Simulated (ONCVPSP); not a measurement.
## Before and after: ONCV potential for Sc (Z = 21)

ONCVPSP 4.0.1 input, shortened (lines: element, Z, core and valence counts, functional; n l f; lmax; l rc ep ncon nbas qcut; lloc lpopt rc5 dvloc0; l nproj debl; icmod fcfact rcfact), PBE, scalar-relativistic:

```
  Sc 21.00    5    2        4      upf
    1    0    2.00
    2    0    2.00
    2    1    6.00
    3    0    2.00
    3    1    6.00
    3    2    1.00
    4    0    2.00
    2
    0    3.00    0.00    4    8    2.50
    1    2.30    0.03    4    8    3.40
    2    1.90    0.00    3    8    8.10
    2    5    1.90    0.00
    0    3    1.90
    1    2    3.00
    2    0    1.30
    3    2.00    1.00
```

Change: d: rc 2.14.

Cutoffs: the cutoffs (Ha) at which the residual kinetic energy of the hardest occupied pseudo-wave falls to 1 and 0.1 mHa per electron; they do not see the model core or the augmentation charge, which bear on the density cutoff. Errors are all-electron minus pseudo energies relative to the spin-unpolarised reference configuration.

What does the change do?

The potential gets softer (23 Ha and 27 Ha → 21 Ha and 25 Ha); both files keep a bound ghost (p); the errors of the 4 common tests hardly move. A larger radius leaves more room for a smooth pseudo-wave, so fewer plane waves are needed.

| quantity | base | changed |
| --- | --- | --- |
| cutoff, loose | 23 Ha | 21 Ha |
| cutoff, tight | 27 Ha | 25 Ha |
| loose cutoff by channel | s 2.2 Ha, d 23 Ha | s 2.2 Ha, d 21 Ha |
| bound ghosts | p | p |
| GHOST(+) flags under 300 eV | s at 18.4 eV | s at 27.1 eV |
| error for 3d1 4s1, meV [ΔE 6.90 eV] | +8.3 | +8.4 |
| error for 3d1 4s0, meV [ΔE 19.66 eV] | +275 | +271 |
| error for 3d1 4s1.5, meV [ΔE 2.75 eV] | +0.1 | +0.2 |
| error for 3d1 4s1 4p1, meV [ΔE 2.78 eV] | +10 | +10 |
| s: phases at 3.05 bohr within 0.05 rad from the reference energy up to (Ha; the scan ends near 5) | 0.7 | 1.0 |
| p: phases at 2.33 bohr within 0.05 rad from the reference energy up to (Ha; the scan ends near 5) | 0.3 | 0.3 |
| rms error of d²Exc/dni dnj with the model core, mHa | 29.37 | 29.24 |

 A true bound ghost makes a file unfit for plane-wave use even where its test errors are small: the radial tests pick states by their node count and pass the ghost by.
